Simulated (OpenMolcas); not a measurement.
**Cd⁺: CASPT2 settings compared**

| Property | Result |
| --- | --- |
| Program | OpenMolcas |
| Basis | ANO-RCC-VDZP [6s5p3d1f] |
| Scalar Hamiltonian | DKH4, point nucleus |
| Active space | 1 electron in 4 orbitals (5s 5p) |
| State averaging | 2S+1 = 2 even, 1 root; 2S+1 = 2 odd, 3 roots |
| Spin-orbit coupling | state interaction with AMFI integrals over the reference wave functions, term energies averaged over their components |

Methods on the same reference wave functions:
A. CASSCF
B. SS-CASPT2, IPEA 0 Eh, sigma1 regulariser 0.3 Eh (closed shells correlated: 4s 4p 4d)
C. XMS-CASPT2, IPEA 0.35 Eh, sigma1 regulariser 0.25 Eh (closed shells correlated: 4d)

Energies in cm-1 above 5s 2S 1/2, the measured ground level; measured values from NIST Handbook of Basic Atomic Spectroscopic Data.

```tsv
Level	A	B	C	Measured
5s 2S 1/2	0.0	0.0	0.0	0.0
5p 2P* 1/2	40965	45521	44584	44136
5p 2P* 3/2	42843	47399	46462	46619
```

Deviations, from unrounded energies. A percentage is the sum of absolute deviations over the sum of measured energies, with the sign that they share, or ± where signs differ.

```
           Against measurement  Levels     A     B     C
mean absolute deviation (cm-1)       2  3500  1100   300
      other configurations (%)       2  -7.7  +2.4  ±0.7
```

C lies closest to measurement on these levels and A furthest from it. The largest miss of C in the table is 5p 2P* 1/2, by +450 cm-1. The ranking rests on the paired levels alone, and a cruder setting can come out closer through cancelling errors.

Between B and C the level of the table that moves most is 5p 2P* 1/2, by 940 cm-1 (lowest in C, highest in B).

The lowest spin-free term lies below A's lowest term by 0.378 hartree in B, 0.267 hartree in C.

With one active electron the reference holds no correlation, so core polarisation is missing (holds for A). With one active electron, CASPT2 adds the correlation within the correlated inactive shells and between them and that electron, and leaves the splitting within a term as the reference gives it (holds for B; C). Computed and measured levels are paired by configuration, term and J; levels that our copy of the source lacks, or whose pairing is in doubt (as where it misses far off the trend of its configuration), stay unpaired and out of the deviations. Levels of configurations outside the active space are missing.

* marks odd parity.
